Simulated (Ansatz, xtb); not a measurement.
# Relaxing a trial structure of CH5FNSi

The starting geometry of this gas-phase doublet was built from a drawn formula by distance geometry and a force field; its bonds are those of `[NH3+][C-](F)[SiH2]`.

```yaml
atoms:
  - { symbol: C, position_ang: [2.8614, -0.2032, 1.4693] }
  - { symbol: F, position_ang: [3.6972, -0.8148, 0.6132] }
  - { symbol: N, position_ang: [1.5337, -0.6598, 1.4434] }
  - { symbol: Si, position_ang: [3.4370, 1.1390, 2.5821] }
  - { symbol: H, position_ang: [1.3622, -1.3690, 0.7923] }
  - { symbol: H, position_ang: [1.2273, -1.0026, 2.3648] }
  - { symbol: H, position_ang: [0.8197, 0.0917, 1.2449] }
  - { symbol: H, position_ang: [3.0733, 0.7163, 3.9301] }
  - { symbol: H, position_ang: [2.5352, 2.3080, 2.3151] }
```

Problem. Predict what it relaxes into with r2SCAN-D4/def2-SVP.

Solution. It keeps its bonds, and is `[NH3+][C-](F)[SiH2]`.

The energy falls by 1.28 eV over 24 steps:

```json
{"step": "1", "E − E(last) (eV)": "1.281"}
{"step": "4", "E − E(last) (eV)": "0.418"}
{"step": "6", "E − E(last) (eV)": "0.373"}
{"step": "9", "E − E(last) (eV)": "0.331"}
{"step": "11", "E − E(last) (eV)": "0.284"}
{"step": "14", "E − E(last) (eV)": "0.155"}
{"step": "16", "E − E(last) (eV)": "0.070"}
{"step": "19", "E − E(last) (eV)": "0.007"}
{"step": "21", "E − E(last) (eV)": "0.000"}
{"step": "24", "E − E(last) (eV)": "0.000"}
```

Final geometry (Å):

```xyz
9

C     2.7187   -0.4432    2.0892
F     3.5373   -1.4074    1.5635
N     1.4496   -0.5885    1.2720
Si    3.2614    1.3523    2.2548
H     1.5814   -0.4655    0.2485
H     1.0213   -1.5133    1.4143
H     0.7902    0.1298    1.5955
H     4.2242    1.3057    3.4160
H     1.9630    1.8358    2.9015
```

From the same start GFN2-xTB ends elsewhere, differing in C1–N3 (2.71 against 1.52 Å here), N3–Si4 (1.99 against 2.83 Å here).

No frequencies were run, so the end isn't proven a minimum. Open shells are spin-unrestricted. Run with Ansatz 0.2.0, 58 s on 2 threads of Intel(R) Xeon(R) 6975P-C (Granite Rapids) (shared host).
